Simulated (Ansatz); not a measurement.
## Abstraction of F: C3H5F + GeHF2 → C3H5 + GeHF3

Gas-phase species: C3H5F `C=CCF`, singlet; GeHF2 `[F][GeH][F]`, doublet; C3H5 `[CH2]C=C`, doublet; GeHF3 `[F][GeH]([F])[F]`, singlet. A radical takes F: the energy is the difference in strength between the C–F bond broken and the Ge–F bond made.

Shapes, held fixed at every level: PBE0-D4/def2-TZVP. Flexible molecules stand in one conformer, not always the lowest. Programs: Ansatz 0.2.0. Electronic energies: no zero-point or thermal term.

```tsv
level	kind	ΔE (kJ/mol)
HF/def2-TZVPP	Hartree–Fock	-178.1
PBE-D4/def2-TZVPP	GGA	-117.7
r2SCAN-D4/def2-TZVPP	meta-GGA	-147.5
B3LYP-D4/def2-TZVPP	global hybrid	-130.1
PBE0-D4/def2-TZVPP	global hybrid	-130.6
wB97M-V/def2-TZVPP	range-separated hybrid	-126.9
wB97X-V/def2-TZVPP	range-separated hybrid	-134.7
B2PLYP/def2-TZVPP	double hybrid	-136.0
```

B2PLYP/def2-TZVPP gives ΔE = -136.0 kJ/mol; the levels span -178.1 to -117.7. The median of the levels is -132.7. No measured value is set beside it here. Spin contamination: C3H5 (⟨S²⟩ up to 0.95). Open shells run unrestricted. Relativity is left out for Ge. Outer-core shells of Ge are correlated, in sets that cover them unevenly.
